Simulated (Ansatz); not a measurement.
Mulliken charges of CH₄O₂Se (`OC(O)[SeH]`) from ωB97M-V/def2-TZVPP in Ansatz (PBE0-D4/def2-TZVP geometry).

```tsv
atom	x (Å)	y (Å)	z (Å)	charge (e)
O1	-0.580	0.976	-0.859	-0.253
C2	0.163	0.372	0.125	0.095
O3	1.362	0.064	-0.469	-0.253
Se4	-0.752	-1.248	0.901	-0.176
H5	-1.464	1.132	-0.515	0.186
H6	0.288	1.016	1.010	0.136
H7	1.883	-0.450	0.154	0.186
H8	-0.808	-1.919	-0.403	0.079
```

**Question.** By hand: the dipole of these point charges (1 e Å = 4.8032 D).

**Answer.** Σ q r = (0.003, 0.105, 0.228) e Å, of length 0.251 e Å = 1.21 D.

**Question.** How does the dipole of the full density compare? (Best estimate.)

**Answer.** Ansatz gave: (-0.050, 0.027, 0.309) e Å, 1.51 D; the point charges give 0.80 times that, at 22° from its direction.

Point charges leave out the atoms' own dipoles, such as those of lone pairs, and Mulliken's split depends on the basis, so the two needn't agree.
